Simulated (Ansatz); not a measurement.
One geometry of Cu₂S⁺, several levels of theory.

```yaml
crystal:
  periodic: [false, false, false]
  atoms:
    - {symbol: Cu, position_ang: [0.271357, 0.905318, -1.384661]}
    - {symbol: Cu, position_ang: [0.629049, -0.674041, 1.400178]}
    - {symbol: S, position_ang: [-0.900406, -0.231266, -0.015507]}
basis:
  gaussian: {orbitals: def2-TZVP, initial_orbitals: start.molden}
total_charge: 1
magnetization: {spin_polarized: true, initial_magnetization: 1}
hamiltonian: {xc: pbe0, dispersion: d4}
output: {orbitals: {seedname: orbitals}}
```

The file start.molden holds the orbitals of an earlier run on this structure, at another level or in another basis.

```sh
$ ansatz run in.yaml --threads 4 --pin off --events-out ev --progress --plain --max-ram 3916MiB
```

Shortened log:

```
Functional definition: PBE0
1163 factors; integrals over basis functions are off by at most 6.8e-4 eV
mean field evaluation 1: about -100093.9450 eV, gradient 4.1e-1 eV
mean field evaluation 2: about -100094.0677 eV, gradient 2.4e-4 eV
mean field evaluation 4: about -100094.0677 eV, gradient 1.4e-5 eV
mean field evaluation 8: about -100088.2390 eV, gradient 4.4e1 eV
mean field evaluation 16: about -100094.0677 eV, gradient 8.8e-2 eV
mean field evaluation 32: about -100094.0677 eV, gradient 1.2e-5 eV
mean field -100094.06770686 eV, -3678.3891420314 hartree, gradient 1.2e-5 eV, S^2 0.756648; 3 other end points of the search recorded, 0 dependent functions left out
reference -100094.06773836 eV, -3678.3891431887 hartree; 37, 36 occupied and 90, 91 virtual orbitals, 1163 factors
Total energy: -100094.14499574 eV, -3678.3919823453 hartree
```

Hardware: 4 threads of Arm Neoverse V1 on a shared host. Wall time 3.7 s.

The first input with `hamiltonian: {xc: hse06, dispersion: d4}`, `scf: {omitted_lower_state_checks: [starts]}` (abridged; 3 s):

```
Functional definition: HSE06
mean field -100093.73610092 eV, -3678.3769557376 hartree, gradient 1.5e-5 eV, S^2 0.756623
Total energy: -100093.81042360 eV, -3678.3796870459 hartree
Checks for a lower state left out: starts
```

First input, but with `gaussian: {orbitals: def2-TZVPP, initial_orbitals: start.molden}`, `correlation: {method: ccsd_t, frozen_orbitals: {Cu: 9, S: 5}}`, `scf: {omitted_lower_state_checks: [starts, cluster_reference]}` and without the key `hamiltonian` (abridged; 18 s):

```
Functional definition: HF
mean field -100008.17797282 eV, -3675.2327525234 hartree, gradient 9.1e-6 eV, S^2 0.763396
23 core orbitals not correlated: weight in the atoms' cores, before any rotation towards them, 1.000 or more for the frozen orbitals, at most 0.000 for the correlated occupied ones
second order -30.69138274 eV of doubles, -0.00000000 eV of singles
cycle   1  -25.80254073 eV  change     4.9e0 eV  update   2.4e-1
cycle   2  -27.33252014 eV  change    -1.5e0 eV  update   1.5e-1
cycle   3  -27.58276791 eV  change   -2.5e-1 eV  update   4.5e-2
cycle   4  -27.60051498 eV  change   -1.8e-2 eV  update   2.6e-2
cycle   5  -27.57154256 eV  change    2.9e-2 eV  update   1.6e-2
cycle   6  -27.58246203 eV  change   -1.1e-2 eV  update   8.3e-3
cycle   7  -27.59294963 eV  change   -1.0e-2 eV  update   4.5e-3
cycle   8  -27.59176782 eV  change    1.2e-3 eV  update   2.0e-3
cycle   9  -27.59118123 eV  change    5.9e-4 eV  update   7.8e-4
cycle  10  -27.59271979 eV  change   -1.5e-3 eV  update   4.4e-4
cycle  11  -27.59268060 eV  change    3.9e-5 eV  update   2.1e-4
cycle  12  -27.59224795 eV  change    4.3e-4 eV  update   1.2e-4
cycle  13  -27.59233742 eV  change   -8.9e-5 eV  update   7.4e-5
cycle  14  -27.59229759 eV  change    4.0e-5 eV  update   4.0e-5
cycle  15  -27.59227656 eV  change    2.1e-5 eV  update   2.6e-5
perturbative correction -1.22865420 eV, -0.0451522090 hartree
Total energy: -100036.99890357 eV, -3676.2919021930 hartree
Checks for a lower state left out: starts, cluster_reference
```

The first input with `hamiltonian: {xc: {name: B97M-V}}`, `scf: {omitted_lower_state_checks: [starts]}` (abridged; 8 s):

```
Functional definition: B97M-V
mean field -100089.75040840 eV, -3678.2304842394 hartree, gradient 8.9e-6 eV, S^2 0.755086
Total energy: -100089.75046961 eV, -3678.2304864884 hartree
Checks for a lower state left out: starts
```

First input, but with `hamiltonian: {xc: {name: wB97M-V}}`, `scf: {omitted_lower_state_checks: [starts]}` (abridged; 9.5 s):

```
Functional definition: wB97M-V
mean field -100105.72080971 eV, -3678.8173856621 hartree, gradient 1.7e-5 eV, S^2 0.754941
Total energy: -100105.72085816 eV, -3678.8173874427 hartree
Checks for a lower state left out: starts
```

The first input with `gaussian: {orbitals: def2-SVP, initial_orbitals: start.molden}`, `scf: {omitted_lower_state_checks: [starts]}` (abridged; 1.6 s):

```
Functional definition: PBE0
mean field -100077.20901845 eV, -3677.7695966594 hartree, gradient 1.6e-5 eV, S^2 0.755148
Total energy: -100077.28634861 eV, -3677.7724384904 hartree
Checks for a lower state left out: starts
```

The first input with `hamiltonian: {xc: pbe}`, `correlation: {method: rpa, frozen_orbitals: {Cu: 9, S: 5}}`, `scf: {omitted_lower_state_checks: [starts]}` and without the key `output` (abridged; 2.8 s):

```
Functional definition: PBE
mean field -100093.47438594 eV, -3678.3673378894 hartree, gradient 5.1e-6 eV, S^2 0.753582
23 core orbitals not correlated: weight in the atoms' cores, before any rotation towards them, 1.000 or more for the frozen orbitals, at most 0.000 for the correlated occupied ones
Total energy: -100039.73404290 eV, -3676.3924167092 hartree
Checks for a lower state left out: starts
```

Geometry: PBE0-D4/def2-TZVP.

HSE06 is defined as in plane-wave codes, on full-range PBE exchange. Correlated methods freeze 23 core orbitals. The structure comes from a short search, and lower isomers may exist.
